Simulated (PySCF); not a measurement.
Dipole response of Cl (chlorine, neutral)

[Ne] 3s2 3p5, 2P determinant. All numbers are calculated (PySCF 2.14, the non-relativistic Hamiltonian (point nucleus), in aug-cc-pwCVQZ). Coupled (time-dependent) response in atomic units; α is the mean over directions.

```
method  mean α (bohr³)         α xx, yy, zz  C₆ (like pair)  S(−4)
   UHF           14.21  13.14, 14.75, 14.75           89.06  49.29
   PBE           15.66  14.21, 16.39, 16.39           99.93  66.77
  PBE0           15.01  13.72, 15.65, 15.65           94.92  58.53
```

S(−4) is the Cauchy moment in α(ω) = α(0) + S(−4) ω² + …

Reference α: 14.6 ± 0.1 bohr³ (recommended; Schwerdtfeger and Nagle, table of static dipole polarizabilities (2023 update)). Published C₆: 94.60 (Chu and Dalgarno (2004); Tang, Norbeck and Certain (1976)).

α(iu) at PBE:

```csv
u (hartree),α(iu) (bohr³)
0,15.66
0.0500,15.50
0.100,15.03
0.200,13.49
0.300,11.64
0.500,8.340
0.750,5.564
1.00,3.878
1.50,2.142
2.00,1.348
3.00,0.6843
5.00,0.2914
```

A single London oscillator, α(iu) = α/(1 + u²/ω²), gives C₆ = (3/4) ω α². Matching the computed C₆ needs ω = 4 × 99.93 / (3 × 15.66²) = 0.543 hartree.

The components differ because the open shell of this determinant is not spherical; for a pure term their mean is the scalar polarisability.
